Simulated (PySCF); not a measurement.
## HfH₄ + 2 O₂ → HfO(OH)₂ + H₂O

Level: PBE0 in the def2-TZVP basis family, computed in PySCF with density fitting; scalar-relativistic core potentials for atoms from Rb on, none lighter, no spin–orbit coupling; open shells unrestricted.

```tsv
species	state and structure	E (Eh)	ZPE (kJ/mol)	H(298 K) − H(0) (kJ/mol)	S° (J/(mol K))
HfH₄	singlet, Td, Hf–H 1.847 Å (×4)	-50.30247	59.3	12.1	239.1
O₂	triplet, D∞h, O–O 1.193 Å	-150.23561	10.3	8.7	204.9
HfO(OH)₂	singlet, Cs, Hf–O 1.766 Å, Hf–O 1.962 Å (×2), O–H 0.956 Å (×2); H–O–Hf 134.1° (×2), O–Hf–O 111.7° (×2), O–Hf–O 114.2°	-274.89220	74.6	18.4	333.8
H₂O	singlet, C2v, O–H 0.960 Å (×2); H–O–H 105.1°	-76.37736	56.5	9.9	188.7
```

**Question.** What is the electronic reaction energy?

**Answer.** At PBE0/def2-TZVP, ΔE = -1301.9 kJ/mol from the differences of the total energies times 2625.5, downhill. 

**Question.** Add zero-point, thermal and entropy terms for 298.15 K and 1 bar.

**Answer.** ΔZPE = 51.2 and Δ[H(298) − H(0)] = -1.2 kJ/mol give ΔH° = -1251.9 kJ/mol. ΔS° = -126.4 J/(mol K), so ΔG° = -1251.9 − 298.15 × (-0.1264) = -1214 kJ/mol.

Spin–orbit coupling can matter for HfH₄, HfO(OH)₂ and is left out. Each species is the lowest minimum found with this bonding; other isomers or fragments can lie lower.
